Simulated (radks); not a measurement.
Problem. Radial electron density D(r) = 4 pi r^2 rho(r) of an atom or ion with 2 electrons. Method: non-relativistic Kohn-Sham, PBE, spin-polarised, spherical densities, point nucleus; computed with a radial shooting solver on a logarithmic mesh with Libxc functionals.

```
   r/bohr * D(r) (the largest magnitude, 2.79, reaches the edge; | marks zero)
  0.02892 | *
  0.03133 |  *
  0.03394 |  *
  0.03677 |   *
  0.03983 |   *
   0.0428 |    *
  0.04637 |     *
  0.05023 |     *
  0.05441 |      *
  0.05848 |       *
  0.06335 |        *
  0.06862 |          *
  0.07434 |           *
  0.08053 |             *
  0.08654 |              *
  0.09375 |                *
   0.1016 |                  *
     0.11 |                     *
   0.1182 |                       *
   0.1281 |                         *
   0.1387 |                            *
   0.1503 |                               *
   0.1628 |                                  *
    0.175 |                                    *
   0.1895 |                                       *
   0.2053 |                                          *
   0.2224 |                                             *
    0.239 |                                               *
    0.259 |                                                 *
   0.2805 |                                                   *
   0.3039 |                                                     *
   0.3292 |                                                      *
   0.3538 |                                                      *
   0.3832 |                                                      *
   0.4151 |                                                     *
   0.4497 |                                                   *
   0.4833 |                                                  *
   0.5236 |                                               *
   0.5672 |                                           *
   0.6144 |                                        *
   0.6656 |                                   *
   0.7153 |                                *
   0.7748 |                           *
   0.8394 |                       *
   0.9093 |                   *
   0.9771 |               *
    1.059 |            *
    1.147 |         *
    1.242 |      *
    1.346 |    *
    1.446 |   *
    1.567 | *
    1.697 | *
    1.838 |*
    1.976 |*
     2.14 *
    2.318 *
```

What is the nuclear charge?

Solution. Z = 3. The innermost maximum, from 1s, lies near 1/Z = 0.333 bohr (found: 0.359), and its height grows with Z. The density is that of the lithium ion Li+ in [He]; the configuration itself is not fixed sharply by these data. D(r) has 1 maximum, at r = 0.359 bohr.
